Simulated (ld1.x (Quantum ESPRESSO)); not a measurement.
## Tl: one change to a TM potential, before and after

```json
{
 "Element": "Tl",
 "Generator": "ld1.x (Quantum ESPRESSO) 7.5",
 "Type": "norm-conserving Troullier–Martins (Kleinman–Bylander form)",
 "Functional": "PBE",
 "Relativity": "scalar-relativistic",
 "Frozen core": "[Xe] 4f14 5d10",
 "Valence charge": "3",
 "Reference configuration": "6s2 6p1",
 "Partial waves": "6p (bound): rc 2.50 bohr; 6d channel at -0.05 Ry: rc 2.40 bohr; 6s (bound): rc 2.25 bohr",
 "Local potential": "the s channel",
 "Core correction": "none"
}
```

All-electron outer shells of the reference configuration (PBE, scalar-relativistic, ld1.x):

```tsv
shell	level (eV)	outermost node (bohr)	outermost maximum (bohr)
5p	-76.10	0.50	0.91
5d	-15.49	0.53	1.11
6s	-9.55	1.04	2.08
6p	-2.37	1.23	2.91
```

Change: all radii scaled by about 1.21 (s 2.72, p 3.02, d 2.90 bohr).

Cutoffs: the cutoffs (Ry, on a coarse ladder) from which the occupation-weighted sum of valence levels, in a spherical-Bessel basis at the reference potential, stays within 10 and 1 mRy of its value at 400 Ry; they do not see the model core or the augmentation charge, which bear on the density cutoff. Errors are all-electron minus pseudo energies relative to the spin-unpolarised reference configuration.

Problem. What does the change do?

Solution. The potential gets softer (18 Ry and 30 Ry → 10 Ry and 21 Ry); both files keep a bound ghost (d); of the 7 tests that both files solve, the error grows in 1 and shrinks in 2 by more than 15 % and 0.3 meV (median size 33.9 → 24.8 meV). A larger radius leaves more room for a smooth pseudo-wave, so fewer plane waves are needed.

```tsv
quantity	base	changed
cutoff, loose	18 Ry	10 Ry
cutoff, tight	30 Ry	21 Ry
loose cutoff by channel (10 mRy a level)	p 6 Ry, s 10 Ry	p 6 Ry, s 8 Ry
bound ghosts	d	d
error for 6s2 6p0, meV [ΔE 5.17 eV]	+48	+48
error for 6s1 6p0, meV [ΔE 25.95 eV]	+106	+96
error for 6s2 6p0.5, meV [ΔE 1.85 eV]	+8.8	+8.9
error for 6s1 6p1, meV [ΔE 13.44 eV]	-8.5	-17
error for 6s2 6p1.3, meV [ΔE -0.49 eV]	+2.1	+2.1
error for 6s1 6p2, meV [ΔE 7.40 eV]	+34	+25
error for 6s0 6p3, meV [ΔE 15.21 eV]	+186	+154
```

 A true bound ghost makes a file unfit for plane-wave use even where its test errors are small: the radial tests pick states by their node count and pass the ghost by.
